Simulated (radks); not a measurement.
Species: Xe+. Configuration: [Kr] 4d10 5s1 5p6 (not the ground configuration).

Method: scalar-relativistic Kohn-Sham, PBE, spin-polarised, spherical densities, finite nucleus; open shells are filled with parallel spins first (spin-orbit coupling, left out, can overturn this in heavy ions); Fermi nuclear charge, rms radius 4.7859 fm; computed with a radial shooting solver on a logarithmic mesh with Libxc functionals.

Energy parts (Ry):
part                        energy
total                 -14892.27622
kinetic                15659.66724
electron-nucleus      -36001.00686
Hartree                 5821.48081
exchange-correlation    -372.41742

Orbitals (lengths in bohr, moments of r in powers of bohr; <r^-3> diverges for s and p1/2):
| orbital | occ. | eigenvalue (Ry) | <r^-3> | <r> |
|---|---|---|---|---|
| 1s up | 1 | -2527.033 | - | 0.02666 |
| 1s down | 1 | -2527.028 | - | 0.02666 |
| 2s up | 1 | -394.0057 | - | 0.1146 |
| 2s down | 1 | -394.0029 | - | 0.1146 |
| 2p up | 3 | -353.6373 | 6169 | 0.1003 |
| 2p down | 3 | -353.6342 | 6169 | 0.1003 |
| 3s up | 1 | -81.26585 | - | 0.3064 |
| 3s down | 1 | -81.26139 | - | 0.3064 |
| 3p up | 3 | -68.22661 | 1191 | 0.3044 |
| 3p down | 3 | -68.22200 | 1191 | 0.3044 |
| 3d up | 5 | -48.88835 | 164.0 | 0.2809 |
| 3d down | 5 | -48.88407 | 164.0 | 0.2809 |
| 4s up | 1 | -15.35672 | - | 0.7166 |
| 4s down | 1 | -15.34724 | - | 0.7165 |
| 4p up | 3 | -11.22711 | 238.0 | 0.7647 |
| 4p down | 3 | -11.21647 | 238.1 | 0.7642 |
| 4d up | 5 | -5.20608 | 25.32 | 0.8757 |
| 4d down | 5 | -5.18901 | 25.41 | 0.8736 |
| 5s up | 1 | -2.22025 | - | 1.810 |
| 5s down | 0 | -2.15826 | - | 1.819 |
| 5p up | 3 | -1.31716 | 27.75 | 2.155 |
| 5p down | 3 | -1.26553 | 26.94 | 2.181 |

The highest occupied level is 5p down at -17.218 eV. The configuration is held as typed, so some empty levels lie below it. Spin moment in Bohr magnetons: 1. The density falls to 0.001 e/bohr^3 at r = 4.14 bohr. The spin density at the nucleus is 93.76 e/bohr^3 (1s 0.34, 2s 0.14, 3s 0.00, 4s 0.04, 5s 93.24).
